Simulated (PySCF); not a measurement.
Job file and geometry (Å, from GFN2-xTB) of an NMR shielding run on `CC(C)[C@@H]1C=CC[SiH2]1`, C7H14Si, PySCF 2.14.0, density-fitted response routines, GIAO PBE0/pcSseg-1 NMR shielding, non-relativistic, gas phase; density fitting, a coarse starting grid and PySCF grid level 2 are the driver's defaults:

```
$ OMP_NUM_THREADS=1 python probes_run.py task.json out

{"job": {"kind": "nmr", "xc": "PBE0", "basis": "pcSseg-1"}, "charge": 0, "multiplicity": 1}
C     -2.230012    -1.081975    -0.074854
C     -1.303998    -0.049567     0.560068
C     -1.427078     1.293796    -0.151567
C      0.145411    -0.556237     0.571097
C      1.067818     0.419389     1.247957
C      2.172315     0.805093     0.633704
C      2.470985     0.261891    -0.731413
Si     0.996854    -0.884730    -1.113175
H     -1.974085    -1.226346    -1.122135
H     -3.266644    -0.756435    -0.014236
H     -2.142145    -2.040751     0.431911
H     -1.615704     0.093758     1.603850
H     -0.762735     2.026459     0.301365
H     -2.447750     1.666253    -0.085680
H     -1.164759     1.196877    -1.202085
H      0.144670    -1.479085     1.165245
H      0.795579     0.776650     2.232171
H      2.875477     1.496983     1.077310
H      3.428070    -0.261749    -0.722123
H      2.581764     1.081550    -1.443430
H      0.261513    -0.469304    -2.311752
H      1.384044    -2.293135    -1.253863
```

**Question.** What does the program print?

**Answer.** 
```
coarse grid: 17912 points
cycle   1  E = -564.0259969673  dE =  8.196e-01  |g| = 4.961e-01  |ddm| = 4.105e+00
cycle   2  E = -564.0037434755  dE =  2.225e-02  |g| = 5.792e-01  |ddm| = 1.021e+00
cycle   3  E = -564.0932845651  dE = -8.954e-02  |g| = 5.312e-02  |ddm| = 6.194e-01
cycle   4  E = -564.0937666906  dE = -4.821e-04  |g| = 3.004e-02  |ddm| = 8.689e-02
cycle   5  E = -564.0939665484  dE = -1.999e-04  |g| = 1.017e-02  |ddm| = 3.342e-02
cycle   6  E = -564.0939907209  dE = -2.417e-05  |g| = 3.085e-03  |ddm| = 1.121e-02
cycle   7  E = -564.0939930928  dE = -2.372e-06  |g| = 3.041e-04  |ddm| = 2.634e-03
final grid: 165592 points
cycle   8  E = -564.1439615637  dE = -6.098e-05  |g| = 9.389e-03  |ddm| = 4.798e-02
cycle   9  E = -564.1439513527  dE =  1.021e-05  |g| = 1.125e-02  |ddm| = 1.963e-02
cycle  10  E = -564.1439849518  dE = -3.360e-05  |g| = 8.836e-04  |ddm| = 1.145e-02
cycle  11  E = -564.1439851062  dE = -1.544e-07  |g| = 3.940e-04  |ddm| = 1.271e-03
cycle  12  E = -564.1439851418  dE = -3.561e-08  |g| = 1.168e-04  |ddm| = 4.060e-04
cycle  13  E = -564.1439851449  dE = -3.122e-09  |g| = 3.802e-05  |ddm| = 1.316e-04
cycle  14  E = -564.1439851452  dE = -3.542e-10  |g| = 4.058e-06  |ddm| = 3.541e-05
converged SCF energy = -564.1439851452

GIAO shielding tensors (ppm)
atom      isotropic    diamagn.    paramagn.     s11        s22        s33       span
  0 C      160.494     247.431     -86.936    145.128    149.497    186.858     41.730
  1 C      153.673     245.649     -91.976    146.543    153.852    160.625     14.082
  2 C      166.575     249.101     -82.526    156.725    158.476    184.524     27.799
  3 C      142.771     252.142    -109.371    121.491    140.128    166.694     45.203
  4 C       41.326     255.193    -213.867    -65.966     60.693    129.252    195.217
  5 C       48.796     255.906    -207.111    -60.952     66.053    141.285    202.238
  6 C      170.382     254.857     -84.476    155.901    160.461    194.783     38.882
  7 Si     391.056     880.870    -489.814    346.387    386.169    440.613     94.225
  8 H       30.996      30.774       0.222     26.878     30.823     35.287      8.409
  9 H       30.473      29.256       1.216     26.005     27.632     37.780     11.775
 10 H       30.572      30.217       0.355     26.497     28.044     37.175     10.678
 11 H       29.767      32.910      -3.143     26.195     27.414     35.693      9.498
 12 H       30.538      31.706      -1.168     25.117     30.539     35.958     10.841
 13 H       30.895      30.399       0.496     26.491     28.015     38.179     11.688
 14 H       31.186      31.886      -0.700     26.951     30.967     35.640      8.689
 15 H       29.211      33.255      -4.044     25.382     27.862     34.390      9.008
 16 H       25.795      32.815      -7.020     23.553     25.944     27.887      4.334
 17 H       25.581      31.013      -5.432     23.158     25.664     27.921      4.763
 18 H       29.957      29.265       0.692     25.239     27.069     37.563     12.323
 19 H       30.016      30.616      -0.600     25.961     27.068     37.019     11.057
 20 H       27.342      30.177      -2.835     23.667     26.863     31.498      7.831
 21 H       27.554      29.867      -2.313     23.655     25.432     33.573      9.918
```

**Question.** Turn these shieldings into chemical shifts. Shifts are taken against calculated references (same method and geometry level): TMS for 13C (186.93 ppm), 29Si (349.16 ppm), 1H (31.72 ppm).

**Answer.** Averaging equivalent atoms: C 4: 145.6; C 5: 138.1; C 3: 44.2; C 1: 33.3; C 0: 26.4; C 2: 20.4; C 6: 16.5; Si 7: -41.9; H 17: 6.14; H 16: 5.92; H 20: 4.37; H 21: 4.16; H 15: 2.51; H 11: 1.95; H 18: 1.76; H 19: 1.70; H 8/9/10: 1.04; H 12/13/14: 0.84 ppm. 

Size and cost of the density-fitted run: 213 basis functions, 51 s wall time on 1 thread of an Arm Neoverse V1, shared host; peak memory 0.96 GiB.
